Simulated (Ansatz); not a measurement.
`F[SiH2]C[SiH](F)F` and `CC[SiH](F)F` differ in one atom or group.

Ansatz, PBE0-D4/def2-TZVP geometries, multiplicity 1. Each molecule was computed in one conformer, which needn't be the lowest.

| property | `F[SiH2]C[SiH](F)F` |
| --- | --- |
| LUMO energy (ωB97M-V/def2-TZVPP) / eV | 1.74 |
| zero-point energy (PBE0-D4/def2-TZVP) / kJ/mol | 163.9 |
| HOMO–LUMO gap (PBE0/def2-TZVPP) / eV | 9.31 |
| HOMO energy (B3LYP/def2-TZVPP) / eV | -9.09 |
| HOMO–LUMO gap (PBE/def2-TZVPP) / eV | 7.01 |
| LUMO energy (PBE/def2-TZVPP) / eV | -0.89 |

What does the change do to each property? (Estimate.)

The calculation gave: 
```
                                      property  `CC[SiH](F)F`  shift
         LUMO energy (ωB97M-V/def2-TZVPP) / eV           2.44   0.70
zero-point energy (PBE0-D4/def2-TZVP) / kJ/mol          211.3   47.4
          HOMO–LUMO gap (PBE0/def2-TZVPP) / eV           9.72   0.41
           HOMO energy (B3LYP/def2-TZVPP) / eV          -8.64   0.45
           HOMO–LUMO gap (PBE/def2-TZVPP) / eV           7.46   0.45
             LUMO energy (PBE/def2-TZVPP) / eV           0.03   0.92
```

With PBE0 the HOMO rises by 0.48 eV and the LUMO rises by 0.90 eV, so the gap widens by about 0.42 eV. PBE moves the HOMO by 0.47 eV and ωB97M-V by 0.44 eV.

Positive LUMOs are unbound, so they and the gaps depend on the basis.

B3LYP here is the variant with VWN-RPA as its local correlation; programs differ in this.
